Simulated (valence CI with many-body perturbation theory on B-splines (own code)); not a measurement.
**Energy levels of Tl⁴⁸⁺**

Computed by relativistic CI+MBPT: five valence electrons over a frozen Dirac-Fock core [Ar] 3d10, radial functions for each j: 9 s, 9 p, 8 d, 6 f, 3 g, 1 h, with the one-electron correlation potential Σ1 (screened to all orders), the two-electron term Σ2, the three-electron term Σ3, Breit, model QED; selected single and double excitations, second order for the rest (own B-spline code, finite nucleus).

The last digits are not significant, and no measured levels were compared; by estimate large intervals hold to a few tenths of a per cent, small ones and those within an open d or f shell to about a per cent. Among the levels kept, up to 350 cm⁻¹ of a level comes from second order outside the variational space, and about a tenth of that is noise between levels of different J, which matters for small intervals.

Levels 1 to 45 of 54, with energies above the lowest level, (4s^2 4p1/2^2 4p3/2) J=3/2. "Leading %" is the weight of the configuration and term that name the level; weights of strongly mixed levels are sums over their largest components and can fall short. In the jj column 3d3/2^4 stands for four electrons in 3d with j = 3/2. Lifetimes count E1, E2, E3, M1 and M2 decay at the calculated energies, and are blank where another channel may lead or the interval is too uncertain; long ones can be off by a factor of two.

| No. | Configuration | Term | J | E (Ry) | Leading % | Leading jj | Lifetime | Second component |
| --- | --- | --- | --- | --- | --- | --- | --- | --- |
| 1 | 4s2 4p3 | 2P° | 3/2 | 0.000 | 48 | 4s^2 4p1/2^2 4p3/2 (99 %) |  | 27 % 4s2 4p3 2D° |
| 2 | 4s2 4p3 | 4S° | 3/2 | 10.873 | 55 | 4s^2 4p1/2 4p3/2^2 (99 %) | 31.5 ns | 44 % 4s2 4p3 2D° |
| 3 | 4s2 4p3 | 2D° | 5/2 | 11.328 | 99 | 4s^2 4p1/2 4p3/2^2 (99 %) | 141 ns |  |
| 4 | 4s2 4p3 | 2P° | 1/2 | 11.905 | 99 | 4s^2 4p1/2 4p3/2^2 (99 %) | 49.7 ns |  |
| 5 | 4s2 4p2 4d | 2D | 3/2 | 13.174 | 40 | 4s^2 4p1/2^2 4d3/2 (99 %) | 40.9 ps | 34 % 4s2 4p2 4d 4F |
| 6 | 4s2 4p2 4d | 2D | 5/2 | 16.106 | 31 | 4s^2 4p1/2^2 4d5/2 (95 %) | 3.30 ps | 20 % 4s2 4p2 4d 4D |
| 7 | 4s 4p4 | 4P | 5/2 | 19.506 | 67 | 4s 4p1/2^2 4p3/2^2 (93 %) | 3.24 ps | 26 % 4s 4p4 2D |
| 8 | 4s 4p4 | 2S | 1/2 | 20.728 | 59 | 4s 4p1/2^2 4p3/2^2 (93 %) | 1.84 ps | 27 % 4s 4p4 4P |
| 9 | 4s 4p4 | 2P | 3/2 | 20.874 | 42 | 4s 4p1/2^2 4p3/2^2 (89 %) | 964 fs | 33 % 4s 4p4 2D |
| 10 | 4s2 4p3 | 2P° | 3/2 | 22.862 | 51 | 4s^2 4p3/2^3 (98 %) | 13.9 ns | 28 % 4s2 4p3 2D° |
| 11 | 4s2 4p2 4d | 2F | 5/2 | 23.978 | 46 | 4s^2 4p1/2 4p3/2 4d3/2 (98 %) | 63.4 ps | 46 % 4s2 4p2 4d 4F |
| 12 | 4s2 4p2 4d | 4F | 3/2 | 24.028 | 38 | 4s^2 4p1/2 4p3/2 4d3/2 (97 %) | 7.98 ps | 27 % 4s2 4p2 4d 4D |
| 13 | 4s2 4p2 4d | 4D | 1/2 | 24.041 | 80 | 4s^2 4p1/2 4p3/2 4d3/2 (99 %) | 59.6 ps | 15 % 4s2 4p2 4d 2P |
| 14 | 4s2 4p2 4d | 2G | 7/2 | 24.443 | 51 | 4s^2 4p1/2 4p3/2 4d3/2 (97 %) | 651 ps | 26 % 4s2 4p2 4d 2F |
| 15 | 4s2 4p2 4d | 2D | 5/2 | 25.669 | 35 | 4s^2 4p1/2 4p3/2 4d3/2 (92 %) | 370 fs | 23 % 4s2 4p2 4d 2F |
| 16 | 4s2 4p2 4d | 2D | 3/2 | 25.801 | 35 | 4s^2 4p1/2 4p3/2 4d3/2 (90 %) | 282 fs | 26 % 4s2 4p2 4d 2P |
| 17 | 4s2 4p2 4d | 2P | 1/2 | 25.880 | 37 | 4s^2 4p1/2 4p3/2 4d3/2 (95 %) | 343 fs | 35 % 4s2 4p2 4d 4P |
| 18 | 4s2 4p2 4d | 4D | 7/2 | 26.375 | 48 | 4s^2 4p1/2 4p3/2 4d5/2 (99 %) | 890 ps | 36 % 4s2 4p2 4d 4F |
| 19 | 4s2 4p2 4d | 2P | 3/2 | 26.806 | 44 | 4s^2 4p1/2 4p3/2 4d5/2 (93 %) | 5.18 ps | 25 % 4s2 4p2 4d 4P |
| 20 | 4s2 4p2 4d | 2G | 9/2 | 26.889 | 62 | 4s^2 4p1/2 4p3/2 4d5/2 (99 %) | 1.05 μs | 38 % 4s2 4p2 4d 4F |
| 21 | 4s2 4p2 4d | 2F | 5/2 | 27.000 | 34 | 4s^2 4p1/2 4p3/2 4d5/2 (93 %) | 4.63 ps | 33 % 4s2 4p2 4d 2D |
| 22 | 4s2 4p2 4d | 2D | 5/2 | 27.991 | 38 | 4s^2 4p1/2 4p3/2 4d5/2 (93 %) | 899 fs | 34 % 4s2 4p2 4d 4P |
| 23 | 4s2 4p2 4d | 2F | 7/2 | 28.023 | 58 | 4s^2 4p1/2 4p3/2 4d5/2 (95 %) | 1.39 ps | 18 % 4s2 4p2 4d 2G |
| 24 | 4s2 4p2 4d | 2D | 3/2 | 28.234 | 61 | 4s^2 4p1/2 4p3/2 4d5/2 (96 %) | 2.02 ps | 19 % 4s2 4p2 4d 2P |
| 25 | 4s2 4p2 4d | 2P | 1/2 | 28.352 | 54 | 4s^2 4p1/2 4p3/2 4d5/2 (95 %) | 1.56 ps | 36 % 4s2 4p2 4d 2S |
| 26 | 4s2 4p2 4f | 2F° | 5/2 | 30.684 | 36 | 4s^2 4p1/2^2 4f5/2 (92 %) | 4.98 ps | 29 % 4s2 4p2 4f 4G° |
| 27 | 4s 4p4 | 4P | 3/2 | 30.914 | 72 | 4s 4p1/2 4p3/2^3 (90 %) | 1.09 ps | 16 % 4s 4p4 2D |
| 28 | 4s2 4p2 4f | 2F° | 7/2 | 31.535 | 30 | 4s^2 4p1/2^2 4f7/2 (88 %) | 5.94 ps | 16 % 4s2 4p2 4f 4F° |
| 29 | 4s 4p4 | 2D | 5/2 | 31.602 | 67 | 4s 4p1/2 4p3/2^3 (90 %) | 1.09 ps | 24 % 4s 4p4 4P |
| 30 | 4s 4p3 4d | 4D° | 5/2 | 32.424 | 29 | 4s 4p1/2^2 4p3/2 4d3/2 (95 %) | 17.6 ps | 21 % 4s 4p3 4d 4F° |
| 31 | 4s 4p4 | 2P | 1/2 | 32.473 | 56 | 4s 4p1/2 4p3/2^3 (89 %) | 514 fs | 33 % 4s 4p4 4P |
| 32 | 4s 4p3 4d | 4D° | 3/2 | 32.475 | 26 | 4s 4p1/2^2 4p3/2 4d3/2 (96 %) | 10.3 ps | 25 % 4s 4p3 4d 6D° |
| 33 | 4s 4p3 4d | 4P° | 1/2 | 32.488 | 46 | 4s 4p1/2^2 4p3/2 4d3/2 (96 %) | 21.6 ps | 31 % 4s 4p3 4d 6D° |
| 34 | 4s 4p4 | 2P | 3/2 | 32.558 | 46 | 4s 4p1/2 4p3/2^3 (90 %) | 536 fs | 40 % 4s 4p4 2D |
| 35 | 4s 4p3 4d | 4F° | 7/2 | 32.914 | 21 | 4s 4p1/2^2 4p3/2 4d3/2 (81 %) | 11.8 ps | 18 % 4s 4p3 4d 6D° |
| 36 | 4s 4p3 4d | 2D° | 3/2 | 33.573 | 29 | 4s 4p1/2^2 4p3/2 4d3/2 (86 %) | 1.82 ps | 15 % 4s 4p3 4d 4F° |
| 37 | 4s 4p3 4d | 4D° | 1/2 | 34.182 | 48 | 4s 4p1/2^2 4p3/2 4d3/2 (94 %) | 1.04 ps | 26 % 4s 4p3 4d 2P° |
| 38 | 4s 4p3 4d | 2F° | 5/2 | 34.279 | 31 | 4s 4p1/2^2 4p3/2 4d3/2 (88 %) | 747 fs | 22 % 4s 4p3 4d 4G° |
| 39 | 4s 4p3 4d | 4F° | 9/2 | 34.744 | 48 | 4s 4p1/2^2 4p3/2 4d5/2 (97 %) | 32.2 ps | 30 % 4s 4p3 4d 6D° |
| 40 | 4s 4p3 4d | 4D° | 5/2 | 35.502 | 31 | 4s 4p1/2^2 4p3/2 4d5/2 (96 %) | 2.28 ps | 20 % 4s 4p3 4d 4P° |
| 41 | 4s 4p3 4d | 2D° | 3/2 | 35.969 | 32 | 4s 4p1/2^2 4p3/2 4d5/2 (85 %) | 2.94 ps | 17 % 4s 4p3 4d 4D° |
| 42 | 4s 4p3 4d | 2F° | 7/2 | 36.011 | 34 | 4s 4p1/2^2 4p3/2 4d5/2 (87 %) | 2.15 ps | 25 % 4s 4p3 4d 4D° |
| 43 | 4s2 4p2 4d | 2D | 3/2 | 36.478 | 32 | 4s^2 4p3/2^2 4d3/2 (91 %) | 359 fs | 26 % 4s2 4p2 4d 4P |
| 44 | 4s2 4p2 4d | 2D | 5/2 | 36.544 | 26 | 4s^2 4p3/2^2 4d3/2 (91 %) | 439 fs | 24 % 4s2 4p2 4d 4D |
| 45 | 4s2 4p2 4d | 4P | 1/2 | 36.563 | 44 | 4s^2 4p3/2^2 4d3/2 (91 %) | 389 fs | 25 % 4s2 4p2 4d 2P |

The ionisation energy to 4s2 4p2 3P_0 of the next ion comes out as 2637.6 eV (NIST: 2635 ± 4 eV (theoretical)). All 54 levels together are meant to be complete up to 38.058 Ry.
